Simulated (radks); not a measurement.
The numbers below are computed, except where a source is named.
Kinetic energies: the exact non-interacting value of the Kohn-Sham orbitals and orbital-free approximations, as 100 (|E| - |E exact|)/|E exact|, negative where the magnitude is too small. Species: Lu+ [Xe] 4f14 6s2; Hg [Hg]; Tl2+ [Xe] 4f14 5d10 6s1; Tc [Kr] 4d5 5s2. Code: a radial shooting solver on a logarithmic mesh with Libxc functionals. Model: non-relativistic Kohn-Sham, exchange-only PBE, spin-polarised, spherical densities, point nucleus. Every spin shell is full or empty, so the densities are truly spherical. Functionals are evaluated on that one density, not self-consistently.

functional           Lu+       Hg     Tl2+       Tc
exact (hartree)  13851.2  18407.8  18959.8  4204.26
Thomas-Fermi       -4.86    -4.62    -4.60    -5.53
von Weizsacker    -63.10   -64.60   -64.74   -56.30
TF + vW           +32.04   +30.78   +30.66   +38.17
TF + vW/9          -0.76    -0.69    -0.68    -0.68
TF + vW/5          +2.52    +2.46    +2.45    +3.21
LC94               -0.05    +0.02    +0.02    +0.08
APBEK              -0.01    +0.04    +0.05    +0.14
revAPBEK           +0.13    +0.18    +0.18    +0.34
Perdew 92          -0.75    -0.68    -0.67    -0.67
Thakkar            -0.80    -0.78    -0.78    -0.51
Pearson            -0.93    -0.84    -0.83    -0.96
PG1               +12.95   +12.40   +12.34   +16.04
DePristo-Kress     -0.25    -0.20    -0.20    -0.06
Ernzerhof          -0.54    -0.48    -0.47    -0.37
